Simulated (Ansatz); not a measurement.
Computed with Ansatz on PBE0-D4/def2-TZVP structures; ΔE is electronic, products minus reactants. CBS: MP2 limit from def2 TZ/QZ plus the TZ coupled-cluster correction, frozen cores. This one scheme is used for every species. Each species was taken in one conformer, which may not be the lowest.

Reaction (formal exchange of groups at the Si–O bond): `N[Si](N)(O)[SiH3]` + `[AlH3]` → `N[Si](N)([AlH2])[SiH3]` + H₂O

```json
{"species": "`N[Si](N)(O)[SiH3]`", "MP2/def2-QZVPP energy (Eh)": "-767.53362"}
{"species": "`[AlH3]`", "MP2/def2-QZVPP energy (Eh)": "-243.74951"}
{"species": "`N[Si](N)([AlH2])[SiH3]`", "MP2/def2-QZVPP energy (Eh)": "-934.88290"}
{"species": "H₂O", "MP2/def2-QZVPP energy (Eh)": "-76.34932"}
```

Work out ΔE.

ΔE = (-934.88290) + (-76.34932) − (-767.53362) − (-243.74951) = 0.05091 Eh = +31.9 kcal/mol. CCSD(T)/CBS gives +29.9 kcal/mol.

Largest T1 diagnostic among the species: 0.013.

The D4 term adds −0.8 kcal/mol with B3LYP and −0.5 kcal/mol with PBE0; it sums over pairs of atoms, weighted by their polarisabilities, and B3LYP, whose exchange is more repulsive, gets the larger term. From PBE to PBE0 (25 % exact exchange), in def2-TZVPP and without D4, ΔE moves by +2.1 kcal/mol.

B3LYP here is the variant with VWN-RPA as its local correlation; programs differ in this.
